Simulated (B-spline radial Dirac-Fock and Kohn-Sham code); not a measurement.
## Satellites and hypersatellites of the K lines of Nb⁵⁺

System: Nb⁵⁺, configuration [Ar] 3d10 4s2 4p6.

The run's input, task.json:

```json
{"items": [{
  "Z": 41,
  "q": 5,
  "cfg": [[1, 0, 2], [2, 0, 2], [2, 1, 6], [3, 0, 2], [3, 1, 6], [3, 2, 10], [4, 0, 2], [4, 1, 6]],
  "A": 93,
  "rrms": 4.324,
  "do": ["binding", "quiet", "double"]
}]}
```

Command: `python xray_run.py task.json out`

Level of theory: Dirac-Fock energy differences between relaxed states, corrected for Breit and QED terms; a radial atomic solver. Each two-hole energy is an average over J within one jj subconfiguration, not an observable level; in light atoms, where LS coupling holds, the j-resolved values are not observed lines, and for a K spectator the Kα1 hypersatellite is nearly forbidden. Correlation and solid-state effects are left out.

Lines without a spectator: Kα2 (K-L2) 16518.8 eV, Kα1 (K-L3) 16613.0 eV, Kβ3 (K-M2) 18604.5 eV, Kβ1 (K-M3) 18620.2 eV. Shifts in eV with one spectator hole (a dash: not computed, or left out as unreliable):

| spectator hole | Kα2 | Kα1 | Kβ3 | Kβ1 |
| --- | --- | --- | --- | --- |
| K (1s) | +454.0 | +463.4 | +575.6 | +577.5 |
| L2 (2p1/2) | +47.2 | +58.7 | – | +128.0 |
| L3 (2p3/2) | +49.3 | +48.4 | +117.8 | – |
| M2 (3p1/2) | – | +5.59 | +13.72 | +16.90 |
| M3 (3p3/2) | +4.46 | – | +15.03 | +14.46 |
| M4 (3d3/2) | +0.17 | -1.76 | – | – |
| M5 (3d5/2) | -2.03 | -0.69 | – | – |

With n spectator holes in 2p, averaged over the 2p shell (energies in eV):

| n | KαLⁿ | step | hypersatellite KαʰLⁿ |
| --- | --- | --- | --- |
| 0 | 16581.6 | – | 17041.9 |
| 1 | 16632.9 | +51.3 | 17094.5 |
| 2 | 16685.4 | +52.5 | 17148.4 |
| 3 | 16739.2 | +53.7 | 17203.5 |
| 4 | 16794.1 | +55.0 | 17259.9 |
| 5 | 16850.3 | +56.2 | 17317.4 |
